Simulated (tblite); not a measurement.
Isomers of C5H7F4P. Method: GFN2-xTB as coded in tblite; computed harmonic values from a numerical Hessian at the method's own geometry, unscaled. Against measured fundamentals such values can be off by several per cent, at times by over 20. One conformer each.

Electronic energies: GFN2-xTB at the same geometries; isomer energies are rough at this level and their order can be wrong.

| SMILES | electronic energy, lowest = 0 (kJ/mol) |
| --- | --- |
| CC(C)/C(F)=P/C(F)(F)F | 73.9 |
| C/C(F)=P/CCC(F)(F)F | 53.6 |
| CC/C(F)=P/CC(F)(F)F | 49.7 |
| CP1C[C@H](F)[C@@H]1C(F)(F)F | 0.0 |

Question: How do GFN2-xTB zero-point energies change the relative energies?

Answer: 
```
                     SMILES  ZPE (kJ/mol)  of it from modes above 1550 cm⁻¹  electronic (kJ/mol)  with ZPE, lowest = 0 (kJ/mol)  lowest mode (cm⁻¹)  rings
CP1C[C@H](F)[C@@H]1C(F)(F)F         300.6                             125.4                  0.0                            0.0                  54      1
        CC/C(F)=P/CC(F)(F)F         300.4                             125.3                 49.7                           49.5                  33      0
        C/C(F)=P/CCC(F)(F)F         300.4                             125.4                 53.6                           53.4                  33      0
      CC(C)/C(F)=P/C(F)(F)F         301.5                             126.5                 73.9                           74.9                  38      0
```

The zero-point energies span 1.1 kJ/mol, from `CC/C(F)=P/CC(F)(F)F` to `CC(C)/C(F)=P/C(F)(F)F`. The order is unchanged.

Question: What do entropy and thermal enthalpy add at 298.15 K and 1 bar (rigid rotor, harmonic oscillator, one conformer each)?

Answer: 
```tsv
SMILES	point group	symmetry number	S (J/(mol K))	H − H(0) (kJ/mol)	ZPE + H − H(0) − TS (kJ/mol)
CP1C[C@H](F)[C@@H]1C(F)(F)F	C1	1	425.0	30.33	204.3
CC/C(F)=P/CC(F)(F)F	C1	1	455.6	32.56	197.2
C/C(F)=P/CCC(F)(F)F	C1	1	454.2	32.67	197.7
CC(C)/C(F)=P/C(F)(F)F	C1	1	452.3	33.21	199.9
```
